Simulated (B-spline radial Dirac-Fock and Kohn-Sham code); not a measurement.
**B²⁺ 1s: cross section and angular parameters**

System: boron as B²⁺, configuration [He] 2s1; threshold 226.8 eV (orbital energy of the model). These are calculated numbers from a radial finite-basis atomic code; the model is Dirac-Hartree-Slater photoionisation with a Latter tail; cross sections with all multipoles, angular parameters from the dipole term and its interference with E2.

Input of the calculation (task.json; shells as n, l, electrons):

```json
{"items": [{
  "Z": 5,
  "q": 2,
  "cfg": [[1, 0, 2], [2, 0, 1]],
  "A": 11,
  "rrms": 2.406,
  "do": "xps",
  "hv": [61.1, 63.5, 84.2, 120.0, 142.0, 148.0, 150, 185.0, 200, 233.0, 268.0, 350.0, 573.0, 800, 1180.0, 1253.6, 1400.0, 1486.9, 1700.0, 2000, 2780.0, 4430.0, 4730.0, 5160.0, 5210.0, 7370.0, 7560.0, 8047.8, 9251.7]
}]}
```

Launch: `python xray2_run.py task.json out`

For linearly polarised light dσ/dΩ = σ/(4π) [1 + β P₂(cos θ) + (δ + γ cos²θ) sin θ cos φ], with θ from the polarisation vector and φ the angle between the beam and the projection of the electron momentum on the plane normal to the polarisation.

```csv
hν (eV),σ (kb),β,γ
268,716,2.000,0.098
350,375,2.000,0.193
573,101,2.000,0.377
800,40.1,2.000,0.510
1180,13.1,2.000,0.680
1253.6,11.0,2.000,0.708
1400,?,?,?
1486.9,6.64,2.000,0.791
1700,4.46,2.000,0.860
2000,2.74,2.000,0.949
2780,1.01,2.000,1.154
4430,0.236,2.000,1.504
4730,0.192,2.000,1.559
5160,0.145,2.000,1.635
5210,0.141,2.000,1.644
7370,0.0464,2.000,1.982
7560,0.0428,2.000,2.009
8047.8,0.0349,2.000,2.077
9251.7,0.0222,2.000,2.233
```

Question: Give the values at 1400 eV.

Answer: σ = 7.93 kb, β = 2.000, γ = 0.761. For an s subshell δ is negligible.
